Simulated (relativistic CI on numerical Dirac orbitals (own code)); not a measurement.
**Hyperfine structure of Al4+, mass number 27**

Method of calculation: Dirac-Coulomb-Breit CI, orbitals from a KLI potential per configuration, a model potential for QED, valence Slater integrals scaled by 0.85, P86 correlation energy added to each configuration (own radial code, finite nucleus).

Configurations in the expansion (outside the closed core 1s2): 2s2 2p5, 2s 2p6, 2s2 2p4 3s, 2s2 2p4 3p, 2s2 2p4 3d, 2s2 2p4 4s, 2p6 3s, 2s2 2p4 4p, 2s 2p5 3s, 2s2 2p4 4d, 2s2 2p4 4f, 2p6 3p, 2s 2p5 3p, 2p6 3d, 2s2 2p3 3s2, 2s2 2p3 3s 3p. Levels of other configurations are missing.

Nuclear spin I = 5/2, μ = 3.6407 μN, Q = 0.1466 b (tables of Stone and Pyykkö). The electronic factors are computed for point nuclear moments, without core polarisation; leaving it out makes A of s and p electrons in near-neutral atoms 20 to 40 % too small, and it can dominate for d and f shells.

| Level | E (eV) | A (MHz) | B (MHz) |
| --- | --- | --- | --- |
| 2s2 2p5 2P°_3/2 | 0.0000 | 3021 | -533 |
| 2s2 2p5 2P°_1/2 | 0.4233 | 14550 |  |
| 2s 2p6 2S_1/2 | 46.5679 | 55130 |  |
| 2s2 2p4 3s 4P_5/2 | 93.3951 | 4544 | 581 |
| 2s2 2p4 3s 4P_3/2 | 93.6595 | 1762 | -453 |
| 2s2 2p4 3s 4P_1/2 | 93.8130 | 1767 |  |
| 2s2 2p4 3s 2P_3/2 | 94.8256 | 3523 | 567 |
| 2s2 2p4 3s 2P_1/2 | 95.1376 | 4026 |  |

Levels with J = 0, under 50 % of one LS term, or S terms without an open s electron are left out. Small factors come from cancelling terms and can be off by tens of per cent or more.

At this charge configurations can still be misplaced by up to about 7 % of their energy. 28 of the 30 excited levels that our extract of the measured tables holds in this range could be paired (the sources list more); they are missed by 2404 cm⁻¹ on average and 16779 at most, and levels without a partner can miss by more.

(1) Give the hyperfine levels of 2s2 2p5 2P°_1/2 relative to its centre of gravity.

Answers

(1) With K = F(F + 1) − I(I + 1) − J(J + 1), E = AK/2: F = 2: -25470, F = 3: 18190 MHz.

LS names give the leading component of a level, which can be under half, so a name can repeat, a term be missing and a line seem to break the LS rules.
